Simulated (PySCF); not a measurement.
Compound: C7H8N2.
Z-matrix (Å and degrees, GFN2-xTB geometry), rows numbered from 1:
```
C 
C   1  1.3187
C   2  1.5015  1  124.14
C   3  1.4989  2  108.64  1   115.81
N   4  1.3264  3  117.35  2  -103.55
C   5  1.3218  4  117.35  3   178.38
C   6  1.3872  5  122.20  4    -0.01
C   7  1.3878  6  115.79  5     0.14
N   8  1.3209  7  122.23  6    -0.16
H   1  1.0770  2  121.88  3  -179.50
H   1  1.0777  2  121.77  3     0.96
H   2  1.0816  1  121.10  3   178.46
H   3  1.0919  2  109.26  1  -125.79
H   3  1.0891  2  110.60  1    -3.95
H   6  1.0834  5  115.85  4   179.91
H   7  1.0776  6  122.11  5  -179.95
H   8  1.0833  7  121.93  6   179.62
```

The calculation used CAM-B3LYP/def2-SVPD in PySCF (dipole) on a GFN2-xTB geometry, gas phase.

Take the most abundant isotopes and a rigid rotor. The values belong to one conformer with, in the numbering `[CH2:1]=[CH:2][CH2:3][c:4]1[n:5][cH:6][cH:7][cH:8][n:9]1`, C1–C2–C3–C4 116°, C2–C3–C4–N5 -104°.

(1) What are A, B and C (MHz)?

(2) What kind of rotor is it?

(3) What does the inertial defect say?

(4) Give the other two planar moments, Paa and Pbb, and the rms extents of the mass along the axes.

(5) Give the coordinates in the principal-axis frame, origin at the centre of mass.

(6) Where do the levels up to J = 3 lie, in K?

(7) Which types of transition are allowed, and where do some lines up to J = 3 fall?

(8) Estimate the classical rotational partition function at 100 K, 200 K and 298.15 K.

Answers

(1) Ia = 124.48, Ib = 469.43, Ic = 526.35 u·Å²; 505379 MHz·u·Å²/I gives A = 4060, B = 1077, C = 960.2 MHz.

(2) A near-prolate asymmetric top; Ray's κ = -0.925.

(3) Not planar: Δ = Ic − Ia − Ib = -67.56 u·Å². For a rigid frame Δ = −2 Σ m c², so Σ m c² = 33.78 u·Å² lies off the ab plane: 8.72 from hydrogen and 25.06 from heavier atoms. The atom farthest from that plane is 1.66 Å away.

(4) Paa = Σ m a² = (Ib + Ic − Ia)/2 = 435.65 and Pbb = Σ m b² = (Ia + Ic − Ib)/2 = 90.70 u·Å². With the mass M = 120.07 u, the rms extents √(P/M) along a, b and c are 1.90, 0.87, 0.53 Å.

(5) The sense of each axis is arbitrary; atoms in the order of the calculation.
```tsv
atom	mass (u)	a (Å)	b (Å)	c (Å)
C1	12.000	3.240	-0.384	0.728
C2	12.000	2.317	0.430	0.256
C3	12.000	1.437	0.116	-0.920
C4	12.000	0.016	0.043	-0.449
N5	14.003	-0.518	-1.163	-0.310
C6	12.000	-1.760	-1.229	0.137
C7	12.000	-2.493	-0.095	0.454
C8	12.000	-1.841	1.116	0.269
N9	14.003	-0.600	1.187	-0.177
H10	1.008	3.846	-0.125	1.580
H11	1.008	3.434	-1.344	0.278
H12	1.008	2.125	1.387	0.722
H13	1.008	1.520	0.918	-1.656
H14	1.008	1.716	-0.839	-1.363
H15	1.008	-2.173	-2.226	0.240
H16	1.008	-3.506	-0.150	0.818
H17	1.008	-2.322	2.064	0.479
```

(6) Above 0(0,0), as E/k:
J = 1: 1(0,1) 0.098, 1(1,1) 0.241, 1(1,0) 0.247
J = 2: 2(0,2) 0.293, 2(1,2) 0.431, 2(1,1) 0.448, 2(2,1) 0.877, 2(2,0) 0.877
J = 3: 3(0,3) 0.586, 3(1,3) 0.716, 3(1,2) 0.749, 3(2,2) 1.170, 3(2,1) 1.171, 3(3,1) 1.900, 3(3,0) 1.900
Those of J = 1 are B + C, A + C and A + B.

(7) The dipole components are |μa| = 1.94 D, |μb| = 0.03 D, |μc| = 0.58 D. The squared components, which scale the intensities, stand as 1.00 : 0.00 : 0.09 (a : b : c). Some lines, for components of 0.1 D or more:

```tsv
type	branch	J(Ka,Kc)	MHz	lower level (cm⁻¹)
a	Q	2(1,1) ← 2(1,2)	349	0.299
a	Q	3(1,2) ← 3(1,3)	699	0.497
a	R	1(0,1) ← 0(0,0)	2037	0.000
c	Q	3(1,3) ← 3(0,3)	2707	0.407
c	Q	2(1,2) ← 2(0,2)	2870	0.204
c	Q	1(1,1) ← 1(0,1)	2983	0.068
a	R	2(1,2) ← 1(1,1)	3957	0.167
a	R	2(0,2) ← 1(0,1)	4070	0.068
a	R	2(1,1) ← 1(1,0)	4190	0.171
c	R	1(1,0) ← 0(0,0)	5136	0.000
a	R	3(1,3) ← 2(1,2)	5934	0.299
a	R	3(0,3) ← 2(0,2)	6097	0.204
a	R	3(2,2) ← 2(2,1)	6110	0.610
a	R	3(2,1) ← 2(2,0)	6124	0.610
a	R	3(1,2) ← 2(1,1)	6283	0.311
c	R	2(1,1) ← 1(0,1)	7290	0.068
c	Q	3(2,2) ← 3(1,2)	8777	0.521
c	Q	2(2,1) ← 2(1,1)	8950	0.311
c	R	3(1,2) ← 2(0,2)	9502	0.204
c	R	2(2,0) ← 1(1,0)	13143	0.171
c	R	2(2,1) ← 1(1,1)	13256	0.167
c	R	3(2,1) ← 2(1,1)	15076	0.311
c	Q	3(3,1) ← 3(2,1)	15192	0.814
c	R	3(2,2) ← 2(1,2)	15409	0.299
c	R	3(3,0) ← 2(2,0)	21316	0.610
c	R	3(3,1) ← 2(2,1)	21319	0.610
```

(8) Point group C1, symmetry number σ = 1; q = (√π/σ)·√((kT/h)³/(ABC)), k/h = 20836.6 MHz/K: 82300 at 100 K, 233000 at 200 K, 424000 at 298.15 K.

No GFN2-xTB frequencies stand behind this structure, so it isn't proved a minimum. These are rigid-rotor constants of the computed structure; measured ground-state constants (B0) also hold zero-point vibration. Quadrupole hyperfine structure (14N) is left out.

Rough CPU time on one thread of a shared machine: about 2.7 min (grids of density and orbitals included). This is the CAM-B3LYP/def2-SVPD job that gave the dipole, with the excitations it also computed.
